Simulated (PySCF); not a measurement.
Correlation energy of Yb⁵²⁺ (ytterbium, charge +52)

Starting occupation: [Ar]. Calculation: PySCF 2.14, in an even-tempered Gaussian basis (18 s from 4.9 bohr⁻², ratio 2.6; 14 p from 6.4 bohr⁻², ratio 2.6; 5 d from 6.6 bohr⁻², ratio 2.8; 3 f from 100 bohr⁻², ratio 2.8); X2C-1e with screened-nucleus spin-orbit coupling, Gaussian nucleus. Frozen: [Ne]; 8 electrons correlated; the 62 highest virtual spinors left out.

MP2 pair energies summed by pair of shells (mhartree):

```csv
pair,energy,share (%)
3p3/2-3p3/2,-193.78,42.7
3p1/2-3p3/2,-164.33,36.2
3p1/2-3p1/2,-41.75,9.2
3p3/2-3s1/2,-24.89,5.5
3s1/2-3s1/2,-15.17,3.3
3p1/2-3s1/2,-13.63,3.0
```

Total MP2 correlation energy: -453.56 mhartree.

The virtual space was cut to 50 spinors, which keep -437.49 of the -453.56 mhartree of MP2 correlation.

```json
{"level": "CCSD", "correlation energy (mhartree)": "-478.77"}
{"level": "(T)", "correlation energy (mhartree)": "-1.77"}
{"level": "CCSD(T)", "correlation energy (mhartree)": "-480.54"}
```

Diagnostics: T1 = 0.00019, largest double amplitude 0.035.

Question: Is a single reference adequate?

Answer: Yes: T1 lies below 0.03 and no double amplitude reaches 0.07.

The coupled-cluster values are those of the cut space; adding the MP2 remainder, -16.07 mhartree, estimates the full space.

At this charge the one-electron X2C treatment keeps the bare 1/r₁₂, with no two-electron picture change or Breit term. The effect here is smaller than on the frozen 1s shell.
